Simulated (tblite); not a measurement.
Compound: C₇H₁₂O₃.
Structure used (GFN2-xTB), in Å, numbered top down from 1:
```xyz
22
C7H12O3 angstrom
C      3.9587    0.3428    0.2054
C      2.7707   -0.0830   -0.1769
C      1.8656   -0.9136    0.6804
O      0.6004   -0.2732    0.8958
C     -0.3001   -0.3582   -0.0882
O     -0.1244   -0.9530   -1.1167
C     -1.5767    0.3910    0.3041
C     -1.2734    1.8843    0.4253
O     -2.6044    0.2354   -0.6400
C     -3.1556   -1.0589   -0.7053
H      4.3567    0.1154    1.1809
H      4.5873    0.9259   -0.4449
H      2.3761    0.1495   -1.1563
H      1.6864   -1.8812    0.1943
H      2.2847   -1.0624    1.6772
H     -1.8943   -0.0044    1.2862
H     -0.9752    2.2716   -0.5452
H     -0.4776    2.0466    1.1462
H     -2.1707    2.4064    0.7453
H     -3.5351   -1.3737    0.2758
H     -3.9814   -0.9962   -1.4106
H     -2.4280   -1.7920   -1.0633
```

Level: GFN2-xTB in tblite, geometry and Hessian alike; calculated harmonic values, unscaled, isolated species. Against measured fundamentals such values can be off by several per cent, at times by over 20. One conformer, not necessarily the lowest.

Harmonic wavenumbers (cm⁻¹): 25.5, 46.3, 54.6, 90.6, 116.8, 161.9, 184.3, 213.2, 230.2, 272.6, 288.6, 351.4, 389.8, 459.0, 495.1, 624.3, 673.4, 714.7, 842.6, 899.5, 903.3, 925.9, 969.6, 999.1, 1023.7, 1037.6, 1074.2, 1092.7, 1128.8, 1129.8, 1141.6, 1152.6, 1203.1, 1221.6, 1260.0, 1267.3, 1300.3, 1308.7, 1386.1, 1404.3, 1404.9, 1421.9, 1466.0, 1467.7, 1483.9, 1486.8, 1718.0, 1783.3, 2806.9, 2895.5, 2909.3, 2960.0, 2985.0, 3033.2, 3048.9, 3051.4, 3057.1, 3079.2, 3101.5, 3134.2.

A = 2944, B = 664.8, C = 602.1 MHz; mass 144.079 u (most abundant isotopes); point group C1, symmetry number 1.

Question: What is the zero-point energy?

Answer: ½Σν̃ = 39180 cm⁻¹ = 468.70 kJ/mol.

Question: Entropy at 500 K, 1 bar (ideal gas, RRHO, classical rotation)?

Answer: Translation 181.59, rotation 131.93, vibration 268.99: S = 582.5 J/(mol K).

Question: And Cp and H(500 K) − H(0)?

Answer: Cp = 271.27 J/(mol K), of which vibrations give 238.01 (their classical limit is 60 R = 498.9); H(500 K) − H(0) = 80.65 kJ/mol without the zero-point energy, 64.02 from vibrations.

Question: What must be added to the electronic energy to get the Gibbs energy at 500 K and 1 bar?

Answer: ZPE + [H(500 K) − H(0)] − T·S = 468.70 + 80.65 − 291.25 = 258.10 kJ/mol.

Question: How do the functions run with temperature in this model?

Answer: 
| T (K) | S (J/(mol K)) | Cp (J/(mol K)) | H − H(0) (kJ/mol) | G − H(0) (kJ/mol) | ln q(vib) |
| --- | --- | --- | --- | --- | --- |
| 100 | 321.1 | 97.3 | 6.65 | -25.45 | 3.34 |
| 200 | 402.3 | 140.3 | 18.62 | -61.84 | 7.15 |
| 300 | 467.3 | 184.2 | 34.80 | -105.39 | 10.59 |
| 800 | 730.9 | 359.3 | 176.40 | -408.31 | 25.80 |
| 1000 | 815.4 | 397.7 | 252.31 | -563.12 | 31.25 |

q(vib) and H(0) count from the zero-point level.

Question: Blend soft modes into free rotors: weight 1/[1 + (100 cm⁻¹/ν̃)⁴] for the oscillator and the rest for a rotor with moment μB/(μ + B), μ = h/(8π²ν), B = 10⁻⁴⁴ kg m². What vibrational entropy results?

Answer: 239.79 J/(mol K) in place of 268.99, which changes −T·S at 500 K by +14.60 kJ/mol.

Hindered rotation and anharmonicity are outside this model. Other conformers, if any are populated, would add a mixing term that is left out. The structure is chiral; the term R ln 2 for an equal mix with its mirror image is left out.

Time: 0.9 s of wall time. Hardware: one thread, Arm Neoverse V1 (aarch64), shared host with 32 logical CPUs at a one-minute load of 8.6. The figure is for the frequency step alone.
